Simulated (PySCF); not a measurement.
ZrF4, SMILES [F][Zr]([F])([F])[F], multiplicity 1.

Geometry optimised at B3LYP-D3(BJ)/def2-SVP. The spin state was assumed, not searched. The isomer is the one that the SMILES or the coordinates give; other isomers of the formula were not compared. The def2 effective core potentials stand for the cores of Zr; spin–orbit coupling is left out.

Two levels are set side by side: TDA-PBE/def2-SVPD (PySCF) and TDA-CAM-B3LYP/def2-SVPD (PySCF). Vertical, same geometry. The lowest singlet is HOMO→LUMO 78 %, HOMO−3→LUMO+1 21 % with PBE and HOMO→LUMO 38 %, HOMO−3→LUMO+1 24 %, HOMO→LUMO+1 22 %, HOMO−3→LUMO 14 % with the other functional; states are paired by order. Differences are taken from unrounded values.

```tsv
quantity	TDA-PBE
lowest singlet excitation (eV)	7.85
lowest triplet excitation (TDA) (eV)	7.58
```

Question: These are the TDA-PBE values. What does TDA-CAM-B3LYP give? (Estimate from the structure and the level; the computed values follow.)

Answer: 
```
quantity                              TDA-CAM-B3LYP  TDA-PBE minus TDA-CAM-B3LYP
------------------------------------  -------------  ---------------------------
lowest singlet excitation (eV)                 9.15                        -1.31
lowest triplet excitation (TDA) (eV)           8.77                        -1.18
```

Functionals without exact exchange tend to place singlet excitations lower, as here. Differences between two approximate levels are no errors against the true value.

Rough cost on one machine, each run with all the roots and properties that it gave: TDA-CAM-B3LYP against TDA-PBE about 4 times.
